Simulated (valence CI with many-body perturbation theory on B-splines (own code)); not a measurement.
# E1 line list for Sr XXIII

Method: configuration interaction combined with many-body perturbation theory (CI+MBPT): six valence electrons over a frozen Dirac-Fock core [Ne], a basis of 9 s, 9 p, 8 d, 6 f, 3 g, 1 h functions for each j, with the one-electron correlation potential Σ1 (screened to all orders), the two-electron term Σ2, the three-electron term Σ3, Breit, model QED; selected single and double excitations, second order for the rest, scaled by the run's own slope (own B-spline code, finite nucleus).

No measured levels were compared; by estimate levels of excited configurations hold to 0.05 to 0.15 % of their energy, terms of the ground configuration to about 0.5 %. Among the levels kept, up to 1500 cm⁻¹ of a level comes from second order outside the variational space, and about a tenth of that is noise between levels of different J, which matters for small intervals.

Lines 1 to 50 of 85 in falling wavelength, among levels below 1101700 cm⁻¹, chosen from the strongest by gf and those to the six lowest levels. Wavelengths and rates use the calculated energies, so an error of 400 cm⁻¹ moves a line at 260.4 Å by 0.1 % and its rate by three times that or more. Electric multipoles are in the length gauge, E1 and E2 with the static RPA response of the core. Weak lines are less certain than strong ones. Lines between different terms over intervals too small for the method are left out, as are lines whose strength nearly cancels. The highest levels of a list are the least certain.

Names give the largest LS component (configuration and term), which can be under half, so a name can repeat, a term be missing and a line seem to break the LS rules; names also repeat where a configuration has a term twice. Letters in brackets count levels of one name in rising energy.

| λ vac (Å) | Upper | Lower | A (s⁻¹) | log gf | Branch % |
| --- | --- | --- | --- | --- | --- |
| 260.4 | 3s 3p5 3P°_1 | 3s2 3p4 1S_0 | 1.43e+08 | -2.36 | 1.1 |
| 211.2 | 3s 3p5 3P°_2 | 3s2 3p4 1D_2 | 8.99e+08 | -1.52 | 9.2 |
| 201.6 | 3s2 3p3 3d 5D°_1 | 3s2 3p4 1S_0 | 1.08e+08 | -2.71 | 2.0 |
| 195.3 | 3s 3p5 3P°_2 | 3s2 3p4 3P_1 | 1.97e+09 | -1.25 | 20.1 |
| 193.5 | 3s 3p5 1P°_1 | 3s2 3p4 1S_0 | 9.25e+08 | -1.81 | 4.7 |
| 192.0 | 3s 3p5 3P°_1 | 3s2 3p4 1D_2 | 8.95e+08 | -1.83 | 6.8 |
| 178.8 | 3s 3p5 3P°_1 | 3s2 3p4 3P_1 | 1.83e+09 | -1.58 | 13.8 |
| 173.6 | 3s2 3p3 3d 3D°_1 [a] | 3s2 3p4 1S_0 | 4.39e+06 | -4.23 | 0.2 |
| 164.0 | 3s 3p5 3P°_1 | 3s2 3p4 3P_0 | 2.59e+09 | -1.50 | 19.5 |
| 162.2 | 3s 3p5 3P°_2 | 3s2 3p4 3P_2 | 6.91e+09 | -0.87 | 70.7 |
| 161.8 | 3s 3p5 3P°_0 | 3s2 3p4 3P_1 | 8.60e+09 | -1.47 | 100.0 |
| 161.7 | 3s2 3p3 3d 5D°_2 [a] | 3s2 3p4 1D_2 | 9.39e+05 | -4.73 | 0.1 |
| 160.7 | 3s2 3p3 3d 5D°_3 [a] | 3s2 3p4 1D_2 | 8.46e+06 | -3.64 | 1.6 |
| 158.0 | 3s2 3p3 3d 5D°_1 | 3s2 3p4 1D_2 | 1.82e+08 | -2.69 | 3.5 |
| 154.8 | 3s2 3p3 3d 3D°_1 [b] | 3s2 3p4 1S_0 | 1.61e+08 | -2.76 | 0.9 |
| 153.0 | 3s 3p5 1P°_1 | 3s2 3p4 1D_2 | 1.58e+10 | -0.78 | 81.0 |
| 152.3 | 3s2 3p3 3d 5D°_2 [a] | 3s2 3p4 3P_1 | 1.36e+07 | -3.63 | 1.3 |
| 151.0 | 3s2 3p3 3d 5D°_2 [b] | 3s2 3p4 1D_2 | 2.79e+08 | -2.32 | 6.2 |
| 150.6 | 3s 3p5 3P°_1 | 3s2 3p4 3P_2 | 7.81e+09 | -1.10 | 58.9 |
| 149.7 | 3s2 3p3 3d 5D°_0 | 3s2 3p4 3P_1 | 4.17e+09 | -1.85 | 100.0 |
| 149.0 | 3s2 3p3 3d 5D°_1 | 3s2 3p4 3P_1 | 8.42e+08 | -2.08 | 16.0 |
| 144.5 | 3s 3p5 1P°_1 | 3s2 3p4 3P_1 | 4.10e+08 | -2.41 | 2.1 |
| 144.3 | 3s2 3p3 3d 3P°_1 [a] | 3s2 3p4 1S_0 | 3.19e+08 | -2.52 | 0.7 |
| 142.7 | 3s2 3p3 3d 5D°_2 [b] | 3s2 3p4 3P_1 | 1.99e+08 | -2.52 | 4.4 |
| 141.5 | 3s2 3p3 3d 5D°_3 [b] | 3s2 3p4 1D_2 | 2.10e+07 | -3.35 | 1.1 |
| 140.3 | 3s2 3p3 3d 3D°_1 [a] | 3s2 3p4 1D_2 | 9.37e+07 | -3.08 | 5.3 |
| 139.7 | 3s2 3p3 3d 3F°_2 [a] | 3s2 3p4 1D_2 | 1.18e+06 | -4.76 | 0.1 |
| 138.6 | 3s2 3p3 3d 5D°_1 | 3s2 3p4 3P_0 | 8.11e+08 | -2.15 | 15.4 |
| 137.0 | 3s2 3p3 3d 3F°_3 [a] | 3s2 3p4 1D_2 | 8.44e+07 | -2.78 | 6.0 |
| 134.7 | 3s2 3p3 3d 3G°_3 | 3s2 3p4 1D_2 | 1.57e+08 | -2.52 | 3.7 |
| 134.7 | 3s 3p5 1P°_1 | 3s2 3p4 3P_0 | 1.48e+08 | -2.92 | 0.8 |
| 133.1 | 3s2 3p3 3d 3D°_1 [a] | 3s2 3p4 3P_1 | 2.14e+07 | -3.77 | 1.2 |
| 132.6 | 3s2 3p3 3d 3F°_2 [a] | 3s2 3p4 3P_1 | 8.02e+07 | -2.98 | 4.8 |
| 131.8 | 3s2 3p3 3d 1S°_0 | 3s2 3p4 3P_1 | 1.44e+07 | -4.42 | 99.9 |
| 131.3 | 3s2 3p3 3d 5D°_2 [a] | 3s2 3p4 3P_2 | 1.07e+09 | -1.86 | 98.7 |
| 130.7 | 3s2 3p3 3d 5D°_3 [a] | 3s2 3p4 3P_2 | 5.13e+08 | -2.04 | 98.4 |
| 130.2 | 3s2 3p3 3d 3P°_1 [b] | 3s2 3p4 1S_0 | 7.56e+07 | -3.24 | 0.0 |
| 128.9 | 3s2 3p3 3d 5D°_1 | 3s2 3p4 3P_2 | 3.32e+09 | -1.61 | 63.1 |
| 127.8 | 3s2 3p3 3d 3D°_1 [b] | 3s2 3p4 1D_2 | 3.84e+09 | -1.55 | 22.2 |
| 126.8 | 3s2 3p3 3d 3S°_1 | 3s2 3p4 1S_0 | 8.14e+08 | -2.23 | 0.4 |
| 125.5 | 3s 3p5 1P°_1 | 3s2 3p4 3P_2 | 2.21e+09 | -1.81 | 11.3 |
| 124.7 | 3s2 3p3 3d 3D°_1 [a] | 3s2 3p4 3P_0 | 2.28e+08 | -2.80 | 13.0 |
| 124.2 | 3s2 3p3 3d 1D°_2 | 3s2 3p4 1D_2 | 6.05e+08 | -2.16 | 6.3 |
| 124.1 | 3s2 3p3 3d 5D°_2 [b] | 3s2 3p4 3P_2 | 4.04e+09 | -1.33 | 89.4 |
| 121.8 | 3s2 3p3 3d 3D°_1 [b] | 3s2 3p4 3P_1 | 3.75e+07 | -3.60 | 0.2 |
| 120.5 | 3s2 3p3 3d 3P°_1 [a] | 3s2 3p4 1D_2 | 6.78e+09 | -1.35 | 15.4 |
| 118.6 | 3s2 3p3 3d 1D°_2 | 3s2 3p4 3P_1 | 1.15e+09 | -1.92 | 12.0 |
| 117.8 | 3s2 3p3 3d 3D°_2 | 3s2 3p4 1D_2 | 9.04e+06 | -4.03 | 0.2 |
| 117.7 | 3s2 3p3 3d 5D°_3 [b] | 3s2 3p4 3P_2 | 1.97e+09 | -1.54 | 98.9 |
| 116.8 | 3s2 3p3 3d 3D°_1 [a] | 3s2 3p4 3P_2 | 1.41e+09 | -2.06 | 80.2 |
